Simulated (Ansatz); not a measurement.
C2H6Be, charge -1, doublet, geometry from GFN2-xTB (such geometries of metal compounds can be far from the true shape) (a state made from the parent by changing its charge; the spin is typed, not shown lowest) (a gas-phase anion, which may not be bound at this level); PBE0/6-311G** (Ansatz, a first-principles code).

Input for Ansatz:
Ansatz 0.2 input:
```yaml
crystal:
  periodic: [false, false, false]
  atoms:
    - {symbol: Be, position_ang: [-0.49330245, 0.64118837, -0.51611087]}
    - {symbol: C, position_ang: [1.24574494, 0.06247317, -0.90022893]}
    - {symbol: H, position_ang: [1.26363474, -1.03342580, -1.01743396]}
    - {symbol: H, position_ang: [1.91122315, 0.26905777, -0.04599114]}
    - {symbol: H, position_ang: [1.79075906, 0.44963440, -1.78247158]}
    - {symbol: C, position_ang: [-1.12804535, -0.21545763, 1.02337050]}
    - {symbol: H, position_ang: [-1.11134760, -1.30872602, 0.88284988]}
    - {symbol: H, position_ang: [-2.13882794, 0.00278119, 1.41830932]}
    - {symbol: H, position_ang: [-0.44842916, -0.02616823, 1.87033152]}
basis:
  gaussian:
    orbitals: 6-311G__.json
hamiltonian:
  xc: pbe0
total_charge: -1
magnetization: {spin_polarized: true, initial_magnetization: 1}
```
The basis file holds 6-311G** in the JSON format of the Basis Set Exchange.

Output, abridged:

```
Functional definition: PBE0
727 factors; their error is unknown
mean field evaluation 1: about -2565.5680 eV, gradient 2.7e1 eV
mean field evaluation 2: about -2563.4627 eV, gradient 3.3e1 eV
mean field evaluation 4: about -2569.3805 eV, gradient 5.4e-1 eV
mean field evaluation 8: about -2569.3551 eV, gradient 1.2e-2 eV
mean field -2569.35508049 eV, -94.4220576365 hartree, gradient 4.3e-5 eV, S^2 0.750810; 0 other end points of the search recorded, 0 dependent functions left out
reference -2569.35511526 eV, -94.4220589143 hartree; 12, 11 occupied and 78, 79 virtual orbitals, 727 factors
Total energy: -2569.35511526 eV, -94.4220589143 hartree
```
